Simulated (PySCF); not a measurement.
## Circular dichroism: `[H]/N=C1\C[C@H]([SeH])[C@@H]1C`, C5H9NSe

Geometry:
```json
{"atom": "C1", "x (Å)": "-1.192", "y (Å)": "0.266", "z (Å)": "1.256"}
{"atom": "C2", "x (Å)": "-0.856", "y (Å)": "-0.017", "z (Å)": "-0.200"}
{"atom": "C3", "x (Å)": "0.074", "y (Å)": "-1.188", "z (Å)": "-0.391"}
{"atom": "N4", "x (Å)": "-0.139", "y (Å)": "-2.407", "z (Å)": "-0.237"}
{"atom": "C5", "x (Å)": "1.222", "y (Å)": "-0.307", "z (Å)": "-0.839"}
{"atom": "C6", "x (Å)": "0.229", "y (Å)": "0.864", "z (Å)": "-0.869"}
{"atom": "Se7", "x (Å)": "0.780", "y (Å)": "2.562", "z (Å)": "-0.036"}
{"atom": "H8", "x (Å)": "-0.292", "y (Å)": "0.259", "z (Å)": "1.869"}
{"atom": "H9", "x (Å)": "-1.864", "y (Å)": "-0.502", "z (Å)": "1.628"}
{"atom": "H10", "x (Å)": "-1.673", "y (Å)": "1.238", "z (Å)": "1.348"}
{"atom": "H11", "x (Å)": "-1.782", "y (Å)": "-0.089", "z (Å)": "-0.775"}
{"atom": "H12", "x (Å)": "0.645", "y (Å)": "-3.024", "z (Å)": "-0.440"}
{"atom": "H13", "x (Å)": "1.996", "y (Å)": "-0.216", "z (Å)": "-0.075"}
{"atom": "H14", "x (Å)": "1.695", "y (Å)": "-0.570", "z (Å)": "-1.784"}
{"atom": "H15", "x (Å)": "-0.045", "y (Å)": "1.159", "z (Å)": "-1.885"}
{"atom": "H16", "x (Å)": "1.195", "y (Å)": "1.980", "z (Å)": "1.221"}
```

Computed with PySCF, TDDFT BHandHLYP/aug-cc-pVDZ circular dichroism and optical rotation, one conformer, gas phase. Geometry: GFN2-xTB.

The molecule is flexible and this is one conformer; a measurement averages over conformers. The calculation is non-relativistic, which matters for the atoms heavier than Zn.

Problem. Assign R or S to each stereocentre.

Solution. C2 R, C6 S.

Problem. Which excitations and rotatory strengths does the calculation give?

Solution. Rotatory strengths R in 10⁻⁴⁰ esu² cm², velocity form and length form (origin at the centre of mass); f in length form.
```tsv
state	E (eV)	λ (nm)	f	R (velocity)	R (length)	main
1	5.01	247	0.002	-4.9	-4.3	HOMO→LUMO+3 0.45, HOMO→LUMO+1 0.22
2	5.24	236	0.006	+27.6	+27.2	HOMO−1→LUMO+1 0.24, HOMO→LUMO 0.18
3	5.53	224	0.027	-23.7	-23.6	HOMO→LUMO 0.41, HOMO→LUMO+2 0.25
4	6.16	201	0.0007	+1.1	+1.0	HOMO→LUMO+2 0.35, HOMO→LUMO+1 0.33
5	6.45	192	0.0002	-4.6	-4.3	HOMO→LUMO+1 0.32, HOMO→LUMO+2 0.17
6	6.72	185	0.049	+12.8	+13.0	HOMO→LUMO+4 0.21, HOMO→LUMO+5 0.20
7	6.87	181	0.012	-7.7	-7.7	HOMO−1→LUMO 0.28, HOMO→LUMO+5 0.18
8	6.90	180	0.044	+10.2	+10.4	HOMO→LUMO+4 0.41, HOMO→LUMO+6 0.19
```

Among the states computed, the strongest CD band (largest |R|) is state 2. The largest dissymmetry factor in size, g = 4R/(D+G), with D and G the electric and magnetic dipole strengths, is -0.13 for state 5 (velocity form, f = 0.0003), among bands with |R| over 0.5. The mirror image has the same energies and oscillator strengths and all R with the opposite sign.
